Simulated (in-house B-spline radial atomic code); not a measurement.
Kr II (Kr+) is squeezed into an impenetrable sphere of radius R (the orbitals vanish at R). Level of theory: Dirac-Kohn-Sham LDA VWN5, spherical fractional occupations, Fermi nucleus of rms radius 4.1884 fm; calculated with an all-electron radial atomic-structure program (B-spline basis).

Energies in eV above the free ion in [Ar] 3d10 4s2 4p5:

```json
{"R (bohr)": "7.21", "highest level (eV)": "-19.5", "[Ar] 3d10 4s2 4p5": "0.003349", "[Ar] 3d10 4s1 4p6": "14.53", "[Ne] 3s2 3p5 3d10 4s2 4p5 4f1": "220.5"}
{"R (bohr)": "6.52", "highest level (eV)": "-19.4", "[Ar] 3d10 4s2 4p5": "0.01493", "[Ar] 3d10 4s1 4p6": "14.54", "[Ne] 3s2 3p5 3d10 4s2 4p5 4f1": "221.7"}
{"R (bohr)": "4.68", "highest level (eV)": "-18.8", "[Ar] 3d10 4s2 4p5": "0.725", "[Ar] 3d10 4s1 4p6": "15.29", "[Ne] 3s2 3p5 3d10 4s2 4p5 4f1": "228.8"}
{"R (bohr)": "4.28", "highest level (eV)": "-18.2", "[Ar] 3d10 4s2 4p5": "1.656", "[Ar] 3d10 4s1 4p6": "16.29", "[Ne] 3s2 3p5 3d10 4s2 4p5 4f1": "232.1"}
{"R (bohr)": "3.85", "highest level (eV)": "-16.9", "[Ar] 3d10 4s2 4p5": "4.017", "[Ar] 3d10 4s1 4p6": "18.82", "[Ne] 3s2 3p5 3d10 4s2 4p5 4f1": "237.7"}
{"R (bohr)": "2.81", "highest level (eV)": "-6.18", "[Ar] 3d10 4s2 4p5": "35.17", "[Ar] 3d10 4s1 4p6": "51.79", "[Ne] 3s2 3p5 3d10 4s2 4p5 4f1": "281.9"}
{"R (bohr)": "2.57", "highest level (eV)": "0.241", "[Ar] 3d10 4s2 4p5": "58.96", "[Ar] 3d10 4s1 4p6": "76.65", "[Ne] 3s2 3p5 3d10 4s2 4p5 4f1": "311"}
{"R (bohr)": "2.22", "highest level (eV)": "16.5", "[Ar] 3d10 4s2 4p5": "128.3", "[Ar] 3d10 4s1 4p6": "148.5", "[Ne] 3s2 3p5 3d10 4s2 4p5 4f1": "391.8"}
{"R (bohr)": "1.65", "highest level (eV)": "90.3", "[Ar] 3d10 4s2 4p5": "515.7", "[Ar] 3d10 4s1 4p6": "543.8", "[Ne] 3s2 3p5 3d10 4s2 4p5 4f1": "818.9"}
{"R (bohr)": "1.35", "highest level (eV)": "203", "[Ar] 3d10 4s2 4p5": "1208", "[Ar] 3d10 4s1 4p6": "1242", "[Ne] 3s2 3p5 3d10 4s2 4p5 4f1": "1557"}
```

Does [Ar] 3d10 4s1 4p6 fall below [Ar] 3d10 4s2 4p5 under compression?

No, it stays above over the whole range.

Does [Ne] 3s2 3p5 3d10 4s2 4p5 4f1 fall below [Ar] 3d10 4s2 4p5 under compression?

No, it stays above over the whole range.

The highest level is first positive in the row R = 2.57 bohr, pushed up by confinement above the zero of the free ion's potential. Each configuration is held fixed and needn't be the lowest in the sphere.
